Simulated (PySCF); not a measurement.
CH7GeSi, CH6GeSi, CH8Ge2Si, ClGeH4Si and others (calculated)

All values are calculated (PySCF 2.14.0). Calculation on a computer-drawn molecule: optimised geometry and harmonic frequencies of an isolated molecule of the commonest isotopes, restricted reference for singlets and unrestricted otherwise, frozen core in MP2; on germanium a core potential holds 10 electrons, which the energies leave out, and 3d is frozen in MP2 and coupled-cluster steps.

Common to all runs: charge 0; basis cc-pV(D+d)Z; basis and core potential on germanium cc-pVDZ-PP ECP10MDF.

(1) CH7GeSi

Start structure:
```xyz
10
CH7GeSi
Si     0.0471     2.1014     0.8436
C      1.2556     0.5994     1.2193
Ge     0.3263    -1.1909     1.2977
H     -0.6807     1.8317    -0.4513
H     -0.9552     2.1489     1.9241
H      0.7984     3.3056     0.7459
H      1.7658     0.7479     2.0481
H      2.0072     0.5305     0.4420
H      1.4491    -2.2646     1.2134
H     -0.2154    -1.4157    -0.2106
```

```
multiplicity                                  : 2
method                                        : HF
rotational constants                          : 19.44, 1.932, 1.834 GHz
total energy                                  : -624.2222 hartree
spin squared                                  : 0.7535
convergence status largest gradient component : 6.27e-06 hartree/bohr
```

Drawn bonds:
| atom | other atom | order |
| --- | --- | --- |
| 1 | 2 | 1 |
| 2 | 3 | 1 |
| 1 | 4 | 1 |
| 1 | 5 | 1 |
| 1 | 6 | 1 |
| 2 | 7 | 1 |
| 2 | 8 | 1 |
| 3 | 9 | 1 |
| 3 | 10 | 1 |

Optimised structure:
```xyz
10
CH7GeSi
Si     0.0591     2.0567     0.8504
C      1.2232     0.6030     1.1208
Ge     0.3952    -1.1938     1.1307
H     -0.6608     1.9107    -0.4378
H     -0.9411     2.1274     1.9427
H      0.8163     3.3318     0.8232
H      1.7435     0.7315     2.0749
H      1.9884     0.6032     0.3361
H      1.4424    -2.2731     1.4528
H     -0.2682    -1.5032    -0.2216
```

Modes:
| frequency (cm⁻¹) | reduced mass (dalton) |
| --- | --- |
| 84.34 | 1.03 |
| 140.9 | 1.208 |
| 159.8 | 4.084 |
| 493.6 | 1.238 |
| 503.6 | 1.958 |
| 580.4 | 1.089 |
| 622.3 | 1.081 |
| 745.9 | 1.911 |
| 794.9 | 1.862 |
| 852.6 | 1.407 |
| 926.5 | 1.036 |
| 1025 | 1.093 |
| 1032 | 1.05 |
| 1035 | 1.032 |
| 1089 | 1.053 |
| 1163 | 1.42 |
| 1500 | 1.088 |
| 2176 | 1.016 |
| 2186 | 1.024 |
| 2296 | 1.05 |
| 2300 | 1.05 |
| 2310 | 1.019 |
| 3172 | 1.06 |
| 3231 | 1.101 |

(2) CH6GeSi

Start structure:
```xyz
9
CH6GeSi
Si     1.2351    -1.1501     0.6562
C      0.8647    -2.7178    -0.3712
Ge     1.7478    -2.6899    -2.1577
H      0.6359     0.0660     0.0059
H      2.7417    -0.9771     0.8272
H      0.6790    -1.2436     2.0407
H     -0.2452    -2.7753    -0.4942
H      1.2337    -3.5588     0.1770
H      0.7396    -1.4515    -2.7095
```

```
multiplicity                                  : 1
method                                        : HF
rotational constants                          : 19.73, 1.952, 1.861 GHz
total energy                                  : -623.6396 hartree
convergence status largest gradient component : 1.574e-05 hartree/bohr
```

Drawn bonds:
| atom | other atom | order |
| --- | --- | --- |
| 1 | 2 | 1 |
| 2 | 3 | 1 |
| 1 | 4 | 1 |
| 1 | 5 | 1 |
| 1 | 6 | 1 |
| 2 | 7 | 1 |
| 2 | 8 | 1 |
| 3 | 9 | 1 |

Optimised structure:
```xyz
9
CH6GeSi
Si     1.2247    -1.1490     0.6716
C      0.8466    -2.6815    -0.3589
Ge     1.7136    -2.7518    -2.1650
H      0.5173     0.0289     0.1183
H      2.6822    -0.8574     0.6635
H      0.8105    -1.3366     2.0834
H     -0.2413    -2.6975    -0.5094
H      1.1244    -3.5759     0.2065
H      0.9543    -1.4772    -2.7356
```

Modes:
| frequency (cm⁻¹) | reduced mass (dalton) |
| --- | --- |
| 76.02 | 1.25 |
| 141.3 | 2.011 |
| 176.2 | 1.432 |
| 482.8 | 2.779 |
| 542.3 | 1.081 |
| 671.4 | 1.11 |
| 701.5 | 1.226 |
| 741.9 | 3.65 |
| 897 | 1.341 |
| 1017 | 1.179 |
| 1028 | 1.109 |
| 1031 | 1.04 |
| 1041 | 1.054 |
| 1140 | 1.185 |
| 1497 | 1.093 |
| 1978 | 1.021 |
| 2279 | 1.046 |
| 2298 | 1.043 |
| 2313 | 1.03 |
| 3154 | 1.06 |
| 3227 | 1.1 |

(3) CH8Ge2Si

Start structure:
```xyz
12
CH8Ge2Si
Si     0.6145     0.6295     1.2782
Ge     1.1840     1.1382    -0.8913
C      1.4755    -0.3460    -2.0390
Ge     0.6143    -1.9850    -1.7082
H      0.6116     1.8359     2.2187
H      1.4489    -0.4532     1.9005
H     -0.8638     0.0735     1.3653
H      2.4515     2.0127    -0.9890
H      0.1883     2.1381    -1.5310
H      1.7127    -0.1570    -3.0592
H      0.3672    -2.4763    -0.3401
H      0.9520    -3.2016    -2.6839
```

```
multiplicity                                  : 1
method                                        : HF
rotational constants                          : 3.243, 0.9234, 0.7312 GHz
total energy                                  : -918.1443 hartree
convergence status largest gradient component : 1.322e-05 hartree/bohr
```

Drawn bonds:
| atom | other atom | order |
| --- | --- | --- |
| 1 | 2 | 1 |
| 2 | 3 | 1 |
| 3 | 4 | 2 |
| 1 | 5 | 1 |
| 1 | 6 | 1 |
| 1 | 7 | 1 |
| 2 | 8 | 1 |
| 2 | 9 | 1 |
| 3 | 10 | 1 |
| 4 | 11 | 1 |
| 4 | 12 | 1 |

Optimised structure:
```xyz
12
CH8Ge2Si
Si     0.5295     0.6420     1.3415
Ge     1.2036     1.1644    -0.9115
C      1.2499    -0.3686    -2.1036
Ge     0.8646    -2.0488    -1.7269
H      0.5336     1.8874     2.1466
H      1.4611    -0.3283     1.9665
H     -0.8364     0.0645     1.3705
H      2.5957     1.8209    -0.8643
H      0.2403     2.2250    -1.4756
H      1.5502    -0.1680    -3.1290
H      0.4278    -2.5085    -0.3456
H      0.9369    -3.1732    -2.7477
```

Modes:
| frequency (cm⁻¹) | reduced mass (dalton) |
| --- | --- |
| 68.45 | 1.968 |
| 80.82 | 6.271 |
| 110.3 | 1.055 |
| 178.4 | 6.376 |
| 290.5 | 1.246 |
| 357.3 | 8.458 |
| 385.6 | 1.096 |
| 470.3 | 1.901 |
| 520.1 | 1.088 |
| 545.1 | 1.13 |
| 604.9 | 1.182 |
| 678.6 | 1.749 |
| 735.4 | 1.034 |
| 787 | 1.179 |
| 818.9 | 1.122 |
| 932.7 | 1.213 |
| 953 | 1.057 |
| 980 | 1.274 |
| 995.1 | 1.24 |
| 1026 | 1.035 |
| 1029 | 1.036 |
| 1216 | 1.79 |
| 2166 | 1.023 |
| 2186 | 1.016 |
| 2272 | 1.024 |
| 2282 | 1.016 |
| 2300 | 1.051 |
| 2301 | 1.046 |
| 2303 | 1.023 |
| 3309 | 1.086 |

(4) CH8Ge2Si

Start structure:
```xyz
12
CH8Ge2Si
Si    -1.6922     0.8314     0.6960
Ge     0.3546     0.6400    -0.5300
C      1.7136    -0.4711    -0.0095
Ge     1.4226    -2.0729     0.9820
H     -1.4104     1.0447     2.1465
H     -2.3905     2.0773     0.1483
H     -2.5103    -0.3200     0.5539
H      0.8241     1.7730    -1.3470
H      2.6093    -0.4617    -0.5664
H      2.5534    -2.2899     1.9582
H      0.1950    -1.9652     1.8240
H      1.3779    -3.3783     0.1659
```

```
multiplicity                                  : 1
method                                        : HF
rotational constants                          : 3.47, 0.8782, 0.7128 GHz
total energy                                  : -918.1486 hartree
convergence status largest gradient component : 2.028e-05 hartree/bohr
```

Drawn bonds:
| atom | other atom | order |
| --- | --- | --- |
| 1 | 2 | 1 |
| 2 | 3 | 2 |
| 3 | 4 | 1 |
| 1 | 5 | 1 |
| 1 | 6 | 1 |
| 1 | 7 | 1 |
| 2 | 8 | 1 |
| 3 | 9 | 1 |
| 4 | 10 | 1 |
| 4 | 11 | 1 |
| 4 | 12 | 1 |

Optimised structure:
```xyz
12
CH8Ge2Si
Si    -1.6609     0.8774     0.7289
Ge     0.4582     0.7181    -0.3859
C      1.6383    -0.5865    -0.1584
Ge     1.4379    -2.1063     1.0213
H     -1.4592     1.0062     2.1876
H     -2.3526     2.0821     0.2176
H     -2.4775    -0.3207     0.4425
H      0.7854     1.8483    -1.3628
H      2.5578    -0.5234    -0.7349
H      2.5521    -2.1470     2.0777
H      0.0851    -2.0102     1.7437
H      1.4825    -3.4306     0.2445
```

Modes:
| frequency (cm⁻¹) | reduced mass (dalton) |
| --- | --- |
| 22.68 | 1.03 |
| 73.14 | 6.298 |
| 119.5 | 1.124 |
| 160.2 | 2.988 |
| 184.3 | 7.695 |
| 362.7 | 9.105 |
| 421.8 | 1.037 |
| 509.1 | 2.025 |
| 563.2 | 1.123 |
| 567.5 | 1.112 |
| 654.9 | 1.103 |
| 676.6 | 1.46 |
| 760.7 | 1.177 |
| 806.1 | 1.257 |
| 904.5 | 1.27 |
| 957.8 | 1.021 |
| 964.2 | 1.28 |
| 975.5 | 1.044 |
| 985.1 | 1.207 |
| 1024 | 1.037 |
| 1024 | 1.036 |
| 1210 | 1.776 |
| 2188 | 1.023 |
| 2193 | 1.023 |
| 2218 | 1.012 |
| 2224 | 1.019 |
| 2319 | 1.036 |
| 2328 | 1.036 |
| 2330 | 1.049 |
| 3310 | 1.087 |

(5) ClGeH4Si

Start structure:
```xyz
7
ClGeH4Si
Si     0.5523     0.7538    -0.8512
Ge     2.7043    -0.3614    -0.4149
Cl     2.1313    -2.2047     0.5515
H      0.9216     1.9365    -1.7300
H      0.0119     1.1979     0.3715
H     -0.3768    -0.0285    -1.5456
H      3.1574    -0.9641    -1.8694
```

```
multiplicity                                  : 2
method                                        : HF
rotational constants                          : 6.825, 2.114, 1.661 GHz
total energy                                  : -1044.1650 hartree
spin squared                                  : 0.7573
convergence status largest gradient component : 2.642e-05 hartree/bohr
```

Drawn bonds:
| atom | other atom | order |
| --- | --- | --- |
| 1 | 2 | 1 |
| 2 | 3 | 1 |
| 1 | 4 | 1 |
| 1 | 5 | 1 |
| 1 | 6 | 1 |
| 2 | 7 | 1 |

Optimised structure:
```xyz
7
ClGeH4Si
Si     0.5616     0.7943    -0.8910
Ge     2.6129    -0.4319    -0.5558
Cl     2.1446    -2.2135     0.6401
H      0.8782     1.9933    -1.6992
H      0.0523     1.1973     0.4356
H     -0.4381    -0.0393    -1.5930
H      3.2904    -0.9706    -1.8249
```

Modes:
| frequency (cm⁻¹) | reduced mass (dalton) |
| --- | --- |
| 92.13 | 1.087 |
| 102.8 | 7.08 |
| 342.1 | 9.503 |
| 410.7 | 29.88 |
| 425.9 | 1.034 |
| 558.2 | 1.143 |
| 623.5 | 1.126 |
| 739.8 | 1.046 |
| 961.1 | 1.103 |
| 1017 | 1.038 |
| 1021 | 1.037 |
| 2187 | 1.021 |
| 2318 | 1.026 |
| 2324 | 1.049 |
| 2337 | 1.046 |

(6) ClGeH4Si

Start structure:
```xyz
7
ClGeH4Si
Si     0.5616     0.7943    -0.8910
Ge     2.6129    -0.4319    -0.5558
Cl     2.1446    -2.2135     0.6401
H      0.8782     1.9933    -1.6992
H      0.0523     1.1973     0.4356
H     -0.4381    -0.0393    -1.5930
H      3.2904    -0.9706    -1.8249
```

```
multiplicity                                  : 2
method                                        : MP2
rotational constants                          : 6.809, 2.132, 1.671 GHz
total energy                                  : -1044.4804 hartree
spin squared                                  : 0.7573
convergence status largest gradient component : 3.11e-05 hartree/bohr
```

Drawn bonds:
| atom | other atom | order |
| --- | --- | --- |
| 1 | 2 | 1 |
| 2 | 3 | 1 |
| 1 | 4 | 1 |
| 1 | 5 | 1 |
| 1 | 6 | 1 |
| 2 | 7 | 1 |

Optimised structure:
```xyz
7
ClGeH4Si
Si     0.5670     0.7908    -0.8917
Ge     2.6138    -0.4321    -0.5525
Cl     2.1347    -2.2032     0.6413
H      0.8768     1.9956    -1.6986
H      0.0556     1.1908     0.4385
H     -0.4390    -0.0422    -1.5933
H      3.2931    -0.9700    -1.8319
```

Modes:
| frequency (cm⁻¹) | reduced mass (dalton) |
| --- | --- |
| 93.32 | 4.227 |
| 97.55 | 1.207 |
| 338 | 8.323 |
| 400.8 | 1.045 |
| 416.7 | 31 |
| 522 | 1.153 |
| 587.4 | 1.13 |
| 701 | 1.047 |
| 899.2 | 1.105 |
| 967 | 1.036 |
| 970.9 | 1.036 |
| 2129 | 1.021 |
| 2276 | 1.02 |
| 2292 | 1.052 |
| 2304 | 1.05 |

(7) ClGeH3Si

Start structure:
```xyz
6
ClGeH3Si
Si     0.8804     0.4003     0.5251
Ge     0.2140     1.5311    -1.5736
Cl    -1.8967     1.8494    -1.1409
H      2.2757     0.0996     0.4962
H      0.6167     1.2444     1.7036
H      0.2196    -0.8400     0.7160
```

```
multiplicity                                  : 1
method                                        : HF
rotational constants                          : 5.212, 2.468, 1.708 GHz
total energy                                  : -1043.5886 hartree
convergence status largest gradient component : 3.364e-05 hartree/bohr
```

Drawn bonds:
| atom | other atom | order |
| --- | --- | --- |
| 1 | 2 | 1 |
| 2 | 3 | 1 |
| 1 | 4 | 1 |
| 1 | 5 | 1 |
| 1 | 6 | 1 |

Optimised structure:
```xyz
6
ClGeH3Si
Si     0.8905     0.4134     0.5173
Ge     0.2570     1.5527    -1.6181
Cl    -1.8768     1.7719    -1.0224
H      2.3387     0.0835     0.5406
H      0.5864     1.3068     1.6612
H      0.1139    -0.8435     0.6477
```

Modes:
| frequency (cm⁻¹) | reduced mass (dalton) |
| --- | --- |
| 83.15 | 1.063 |
| 121.8 | 6.96 |
| 320 | 9.155 |
| 381.1 | 40.44 |
| 422.8 | 1.091 |
| 531.7 | 1.169 |
| 951.5 | 1.112 |
| 1011 | 1.037 |
| 1025 | 1.037 |
| 2288 | 1.035 |
| 2298 | 1.034 |
| 2304 | 1.051 |

(8) ClGeH3Si

Start structure:
```xyz
6
ClGeH3Si
Si     0.8905     0.4134     0.5173
Ge     0.2570     1.5527    -1.6181
Cl    -1.8768     1.7719    -1.0224
H      2.3387     0.0835     0.5406
H      0.5864     1.3068     1.6612
H      0.1139    -0.8435     0.6477
```

```
multiplicity                                  : 1
method                                        : MP2
rotational constants                          : 5.104, 2.538, 1.73 GHz
total energy                                  : -1043.9002 hartree
convergence status largest gradient component : 1.204e-05 hartree/bohr
```

Drawn bonds:
| atom | other atom | order |
| --- | --- | --- |
| 1 | 2 | 1 |
| 2 | 3 | 1 |
| 1 | 4 | 1 |
| 1 | 5 | 1 |
| 1 | 6 | 1 |

Optimised structure:
```xyz
6
ClGeH3Si
Si     0.8951     0.4207     0.5006
Ge     0.2550     1.5641    -1.6318
Cl    -1.8546     1.7433    -0.9840
H      2.3393     0.0689     0.5655
H      0.5755     1.3162     1.6436
H      0.0994    -0.8285     0.6323
```

Modes:
| frequency (cm⁻¹) | reduced mass (dalton) |
| --- | --- |
| 83.33 | 1.063 |
| 115.2 | 6.688 |
| 311.7 | 8.983 |
| 382.7 | 1.092 |
| 395.3 | 41.07 |
| 486.6 | 1.182 |
| 887.1 | 1.113 |
| 960.5 | 1.035 |
| 974.9 | 1.035 |
| 2249 | 1.019 |
| 2265 | 1.051 |
| 2268 | 1.052 |

(9) AlGeH8NSi

Start structure:
```xyz
12
AlGeH8NSi
Si     1.0950    -0.3583     1.4166
N      0.5478     1.2421     0.9396
Al    -0.9629     2.1597     0.9806
Ge    -3.0178     1.1578     2.0160
H      2.2008    -0.2696     2.3818
H     -0.0705    -1.0729     1.9619
H      1.5425    -1.0988     0.1777
H      1.3407     1.7498     0.5941
H     -0.9495     3.5950     0.4570
H     -4.2253     2.0019     2.1685
H     -3.4982     0.0033     1.3170
H     -2.8102     0.6359     3.4450
```

```
multiplicity                                  : 1
method                                        : HF
rotational constants                          : 4.739, 0.9963, 0.8395 GHz
total energy                                  : -883.3973 hartree
convergence status largest gradient component : 3.001e-05 hartree/bohr
```

Drawn bonds:
| atom | other atom | order |
| --- | --- | --- |
| 1 | 2 | 1 |
| 2 | 3 | 1 |
| 3 | 4 | 1 |
| 1 | 5 | 1 |
| 1 | 6 | 1 |
| 1 | 7 | 1 |
| 2 | 8 | 1 |
| 3 | 9 | 1 |
| 4 | 10 | 1 |
| 4 | 11 | 1 |
| 4 | 12 | 1 |

Optimised structure:
```xyz
12
AlGeH8NSi
Si     1.0469    -0.3343     1.3867
N      0.5761     1.2690     0.9289
Al    -0.9646     2.1668     1.0478
Ge    -2.9921     1.0981     2.0550
H      2.1385    -0.3289     2.3913
H     -0.1358    -1.0069     1.9702
H      1.5240    -1.1249     0.2256
H      1.3288     1.7948     0.5098
H     -0.9559     3.6446     0.4865
H     -4.1842     2.0690     2.0848
H     -3.4425    -0.1429     1.2669
H     -2.7468     0.6414     3.5023
```

Modes:
| frequency (cm⁻¹) | reduced mass (dalton) |
| --- | --- |
| 51.73 | 1.051 |
| 73.23 | 6.124 |
| 91.05 | 1.062 |
| 135.3 | 2.903 |
| 235.6 | 3.926 |
| 320.4 | 6.308 |
| 357.4 | 1.042 |
| 470.1 | 1.214 |
| 494.8 | 1.13 |
| 577.8 | 1.18 |
| 592.4 | 2.268 |
| 687.7 | 1.203 |
| 785.5 | 1.249 |
| 827.5 | 1.533 |
| 889.9 | 1.135 |
| 951.9 | 2.726 |
| 969.6 | 1.045 |
| 970.7 | 1.018 |
| 1022 | 1.05 |
| 1048 | 1.057 |
| 1077 | 1.08 |
| 1237 | 1.388 |
| 1981 | 1.042 |
| 2184 | 1.023 |
| 2184 | 1.023 |
| 2200 | 1.012 |
| 2283 | 1.05 |
| 2299 | 1.043 |
| 2318 | 1.026 |
| 3731 | 1.074 |

(10) ClGeH4NSi

Start structure:
```xyz
8
ClGeH4NSi
Si    -0.8691     2.1857     0.4849
N     -0.0570     1.8957    -1.0305
Ge     0.1360     0.4320    -2.0293
Cl     1.4325     1.2256    -3.4921
H      0.0607     2.6161     1.5432
H     -1.9114     3.2850     0.2456
H     -1.6142     1.0164     0.8443
H      0.4534     2.7512    -1.3110
```

```
multiplicity                                  : 1
method                                        : HF
rotational constants                          : 7.284, 1.231, 1.066 GHz
total energy                                  : -1098.6884 hartree
convergence status largest gradient component : 3.123e-05 hartree/bohr
```

Drawn bonds:
| atom | other atom | order |
| --- | --- | --- |
| 1 | 2 | 1 |
| 2 | 3 | 1 |
| 3 | 4 | 1 |
| 1 | 5 | 1 |
| 1 | 6 | 1 |
| 1 | 7 | 1 |
| 2 | 8 | 1 |

Optimised structure:
```xyz
8
ClGeH4NSi
Si    -0.9029     2.2308     0.4723
N     -0.0132     1.9541    -1.0002
Ge     0.0960     0.4112    -1.9738
Cl     1.4457     1.2011    -3.5732
H     -0.0075     2.6220     1.5840
H     -1.9178     3.2947     0.3031
H     -1.5759     0.9556     0.8068
H      0.5064     2.7382    -1.3639
```

Modes:
| frequency (cm⁻¹) | reduced mass (dalton) |
| --- | --- |
| 95.01 | 2.145 |
| 122 | 8.204 |
| 127.4 | 1.418 |
| 226.6 | 6.998 |
| 370.3 | 36.5 |
| 567.9 | 2.764 |
| 589.1 | 1.084 |
| 778.4 | 1.242 |
| 812.4 | 1.644 |
| 900.6 | 3.865 |
| 1019 | 1.05 |
| 1043 | 1.058 |
| 1069 | 1.072 |
| 1247 | 1.296 |
| 2306 | 1.051 |
| 2313 | 1.051 |
| 2323 | 1.018 |
| 3748 | 1.075 |
